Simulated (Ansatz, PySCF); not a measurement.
Process, species as SMILES: CSB(C)C [dimethyl(methylsulfanyl)borane] + 4 [H][H] (H2) → B (BH3) + 3 C (CH4) + S (H2S)
Structures are relaxed separately at B3LYP-D3(BJ)/def2-TZVP in Ansatz (a program for electronic structure), one conformer each, not searched for the lowest.
Geometry of the first species:
```xyz
14

C      1.8124     0.6402    -0.8746
S      0.9797    -0.2174     0.5017
B     -0.7730    -0.1361     0.1361
C     -1.7281    -0.8125     1.1835
C     -1.3237     0.5703    -1.1564
H      1.4941     1.6789    -0.9317
H      2.8818     0.6054    -0.6772
H      1.6081     0.1423    -1.8201
H     -2.4438    -0.0732     1.5602
H     -1.2299    -1.2701     2.0390
H     -2.3319    -1.5812     0.6883
H     -1.0259     1.6232    -1.1924
H     -2.4121     0.5295    -1.2255
H     -0.9140     0.1156    -2.0640
```
Charge 0, spin multiplicity 1.

Property: energy of full hydrogenation (0 K, with B3LYP-D3(BJ) harmonic zero-point energies from PySCF), in kJ/mol. Valence correlation only, unless marked. Spin-orbit coupling is left out. No relativistic terms. CBS(X,Y): correlation extrapolated as X^-3; Hartree-Fock from the larger set.

CCSD(T)/CBS(cc-pV(T+d)Z,cc-pV(Q+d)Z) (Ansatz) gives 15.8 kJ/mol.

### Question
Another calculation gave 4.6 kJ/mol. Which level was it?
A. wB97M-V/def2-TZVPD (Ansatz)
B. r2SCAN/def2-TZVPD (Ansatz)
C. B2GP-PLYP/def2-TZVPD (Ansatz)
D. B3LYP/def2-TZVPD (Ansatz)

### Answer
C, B2GP-PLYP/def2-TZVPD (Ansatz). The others give -17.9 (B3LYP), 30.6 (r2SCAN), 15.6 (wB97M-V) kJ/mol.
